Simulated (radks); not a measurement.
Charge is removed step by step from the 5s level of neutral technetium, starting from [Kr] 4d5 5s2. Method: scalar-relativistic Kohn-Sham, SCAN, spin-unpolarised, spherical densities, finite nucleus; meta-GGA in the generalised Kohn-Sham scheme; Fermi nuclear charge, rms radius 4.4112 fm; computed with a radial shooting solver on a logarithmic mesh with Libxc functionals.

removed (e)  E - E(0) (eV)  eigenvalue (eV)  E minus straight line (eV)
0                    0.000           -5.231                       0.000
0.25                 1.469           -6.809                      -0.605
0.5                  3.383           -8.392                      -0.767
0.75                 5.661           -9.871                      -0.563
1                    8.299          -11.367                       0.000

Removing the whole electron costs 8.299 eV by Delta-SCF, against 5.231 eV from minus the eigenvalue at the starting occupation. Slater's transition state (half an electron removed) gives 8.392 eV. Integrating minus the eigenvalue over the occupation (Janak's theorem) gives 8.342 eV. In this scalar-relativistic scheme the density is built from large components alone, so the theorem holds only approximately. The mean slope of the eigenvalue, de/dn, is 6.14 eV per electron. Ionisation energy of Tc in the NIST Atomic Spectra Database: 7.119 eV (measured).

Beside tabulated values, note that spin-unpolarised runs miss the spin-polarisation part of the exchange energy of open shells.
